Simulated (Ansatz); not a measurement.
Ansatz (a quantum-chemistry and plane-wave program) input (B3LYP/6-31G* with LANL2DZ past Ar): The .json file joins the Basis Set Exchange's 6-31G* for atoms up to Ar and LANL2DZ past it.

Ansatz 0.2 input:
```yaml
crystal:
  periodic: [false, false, false]
  atoms:
    - {symbol: Te, position_ang: [-0.00000000, -0.00000000, -0.59267172]}
    - {symbol: Cl, position_ang: [0.00000000, 0.00000000, 1.81287822]}
basis:
  gaussian:
    orbitals: 6-31Gs+LANL2DZ.json
hamiltonian:
  xc: {name: B3LYP}
magnetization: {spin_polarized: true, initial_magnetization: 1}
phonons: {temperatures: {t_min: 298.15, t_max: 298.15, t_step: 100}}
```

Output:

```
WARN ansatz: RAYON_NUM_THREADS=1 ignored (pool sized by the plan → 1); use --threads N
Functional definition: B3LYP
integrals: 0.01 GiB planned
321 factors; integrals over basis functions are off by at most 4.9e-5 eV
mean field: 0.09 GiB planned
mean field evaluation 1: about -12740.8252 eV, gradient 8.0e0 eV
mean field evaluation 2: about -12739.5358 eV, gradient 1.6e1 eV
mean field evaluation 4: about -12741.2601 eV, gradient 2.7e-1 eV
mean field evaluation 8: about -12741.2597 eV, gradient 4.0e-3 eV
mean field evaluation 16: about -12741.2299 eV, gradient 1.4e0 eV
mean field -12741.25974450 eV, -468.2326592743 hartree, gradient 8.2e-6 eV, S^2 0.751104; 2 other end points of the search recorded, 0 dependent functions left out
the calculation of the forces begins
reference -12741.25991824 eV, -468.2326656591 hartree; 12, 11 occupied and 15, 16 virtual orbitals, 321 factors
these checks for a lower state are left out or cut short: stability, starts, cluster_reference, orbital_swaps, neighbouring_geometries, increment
integrals: 0.01 GiB planned
321 factors; integrals over basis functions are off by at most 4.9e-5 eV
mean field: 0.09 GiB planned
mean field evaluation 32: about -12741.2597 eV, gradient 1.7e-6 eV
mean field -12741.25974450 eV, -468.2326592745 hartree, gradient 5.3e-7 eV, S^2 0.751104; 0 other end points of the search recorded, 0 dependent functions left out
the calculation of the forces begins
reference -12741.25991824 eV, -468.2326656592 hartree; 12, 11 occupied and 15, 16 virtual orbitals, 321 factors
these checks for a lower state are left out or cut short: stability, starts, cluster_reference, orbital_swaps, neighbouring_geometries, increment
integrals: 0.01 GiB planned
321 factors; integrals over basis functions are off by at most 4.9e-5 eV
mean field: 0.09 GiB planned
mean field -12741.25974450 eV, -468.2326592745 hartree, gradient 5.3e-7 eV, S^2 0.751104; 0 other end points of the search recorded, 0 dependent functions left out
the calculation of the forces begins
reference -12741.25991824 eV, -468.2326656592 hartree; 12, 11 occupied and 15, 16 virtual orbitals, 321 factors
these checks for a lower state are left out or cut short: stability, starts, cluster_reference, orbital_swaps, neighbouring_geometries, increment
integrals: 0.01 GiB planned
321 factors; integrals over basis functions are off by at most 4.9e-5 eV
mean field: 0.09 GiB planned
mean field -12741.25974450 eV, -468.2326592745 hartree, gradient 1.2e-6 eV, S^2 0.751104; 0 other end points of the search recorded, 0 dependent functions left out
the calculation of the forces begins
reference -12741.25991824 eV, -468.2326656592 hartree; 12, 11 occupied and 15, 16 virtual orbitals, 321 factors
these checks for a lower state are left out or cut short: stability, starts, cluster_reference, orbital_swaps, neighbouring_geometries, increment
integrals: 0.01 GiB planned
321 factors; integrals over basis functions are off by at most 4.9e-5 eV
mean field: 0.09 GiB planned
mean field -12741.25974450 eV, -468.2326592745 hartree, gradient 1.2e-6 eV, S^2 0.751104; 0 other end points of the search recorded, 0 dependent functions left out
the calculation of the forces begins
reference -12741.25991824 eV, -468.2326656592 hartree; 12, 11 occupied and 15, 16 virtual orbitals, 321 factors
these checks for a lower state are left out or cut short: stability, starts, cluster_reference, orbital_swaps, neighbouring_geometries, increment
integrals: 0.01 GiB planned
321 factors; integrals over basis functions are off by at most 4.9e-5 eV
mean field: 0.09 GiB planned
mean field -12741.25970158 eV, -468.2326576972 hartree, gradient 9.9e-7 eV, S^2 0.751097; 0 other end points of the search recorded, 0 dependent functions left out
the calculation of the forces begins
reference -12741.25987528 eV, -468.2326640803 hartree; 12, 11 occupied and 15, 16 virtual orbitals, 321 factors
these checks for a lower state are left out or cut short: stability, starts, cluster_reference, orbital_swaps, neighbouring_geometries, increment
integrals: 0.01 GiB planned
321 factors; integrals over basis functions are off by at most 4.8e-5 eV
mean field: 0.09 GiB planned
mean field evaluation 64: about -12741.2597 eV, gradient 9.1e-2 eV
mean field -12741.25971474 eV, -468.2326581805 hartree, gradient 9.1e-7 eV, S^2 0.751111; 0 other end points of the search recorded, 0 dependent functions left out
the calculation of the forces begins
reference -12741.25988852 eV, -468.2326645670 hartree; 12, 11 occupied and 15, 16 virtual orbitals, 321 factors
these checks for a lower state are left out or cut short: stability, starts, cluster_reference, orbital_swaps, neighbouring_geometries, increment
integrals: 0.01 GiB planned
321 factors; integrals over basis functions are off by at most 4.9e-5 eV
mean field: 0.09 GiB planned
mean field -12741.25974450 eV, -468.2326592745 hartree, gradient 5.3e-7 eV, S^2 0.751104; 0 other end points of the search recorded, 0 dependent functions left out
the calculation of the forces begins
reference -12741.25991824 eV, -468.2326656592 hartree; 12, 11 occupied and 15, 16 virtual orbitals, 321 factors
these checks for a lower state are left out or cut short: stability, starts, cluster_reference, orbital_swaps, neighbouring_geometries, increment
integrals: 0.01 GiB planned
321 factors; integrals over basis functions are off by at most 4.9e-5 eV
mean field: 0.09 GiB planned
mean field -12741.25974450 eV, -468.2326592745 hartree, gradient 5.3e-7 eV, S^2 0.751104; 0 other end points of the search recorded, 0 dependent functions left out
the calculation of the forces begins
reference -12741.25991824 eV, -468.2326656592 hartree; 12, 11 occupied and 15, 16 virtual orbitals, 321 factors
these checks for a lower state are left out or cut short: stability, starts, cluster_reference, orbital_swaps, neighbouring_geometries, increment
integrals: 0.01 GiB planned
321 factors; integrals over basis functions are off by at most 4.9e-5 eV
mean field: 0.09 GiB planned
mean field -12741.25974450 eV, -468.2326592745 hartree, gradient 1.2e-6 eV, S^2 0.751104; 0 other end points of the search recorded, 0 dependent functions left out
the calculation of the forces begins
reference -12741.25991824 eV, -468.2326656592 hartree; 12, 11 occupied and 15, 16 virtual orbitals, 321 factors
these checks for a lower state are left out or cut short: stability, starts, cluster_reference, orbital_swaps, neighbouring_geometries, increment
integrals: 0.01 GiB planned
321 factors; integrals over basis functions are off by at most 4.9e-5 eV
mean field: 0.09 GiB planned
mean field evaluation 96: about -12741.2597 eV, gradient 2.4e-6 eV
mean field -12741.25974450 eV, -468.2326592745 hartree, gradient 1.2e-6 eV, S^2 0.751104; 0 other end points of the search recorded, 0 dependent functions left out
the calculation of the forces begins
reference -12741.25991824 eV, -468.2326656592 hartree; 12, 11 occupied and 15, 16 virtual orbitals, 321 factors
these checks for a lower state are left out or cut short: stability, starts, cluster_reference, orbital_swaps, neighbouring_geometries, increment
integrals: 0.01 GiB planned
321 factors; integrals over basis functions are off by at most 4.8e-5 eV
mean field: 0.09 GiB planned
mean field -12741.25971474 eV, -468.2326581805 hartree, gradient 9.1e-7 eV, S^2 0.751111; 0 other end points of the search recorded, 0 dependent functions left out
the calculation of the forces begins
reference -12741.25988852 eV, -468.2326645670 hartree; 12, 11 occupied and 15, 16 virtual orbitals, 321 factors
these checks for a lower state are left out or cut short: stability, starts, cluster_reference, orbital_swaps, neighbouring_geometries, increment
integrals: 0.01 GiB planned
321 factors; integrals over basis functions are off by at most 4.9e-5 eV
mean field: 0.09 GiB planned
mean field -12741.25970158 eV, -468.2326576972 hartree, gradient 9.9e-7 eV, S^2 0.751097; 0 other end points of the search recorded, 0 dependent functions left out
the calculation of the forces begins
reference -12741.25987528 eV, -468.2326640803 hartree; 12, 11 occupied and 15, 16 virtual orbitals, 321 factors
Total energy: -12741.25991824 eV, -468.2326656591 hartree
Atom 0 at    -0.000000    -0.000000    -0.592672 Å, force    -0.000000     0.000000    -0.002582 eV/Å
Atom 1 at     0.000000     0.000000     1.812878 Å, force     0.000000    -0.000000     0.002582 eV/Å
Dipole moment:    -0.000000    -0.000000    -0.448093 e Å
Vibrations: 337.62 cm⁻¹, zero-point energy 0.020930 eV
```

The blocks after the first are displaced geometries, from whose forces the wavenumbers follow.
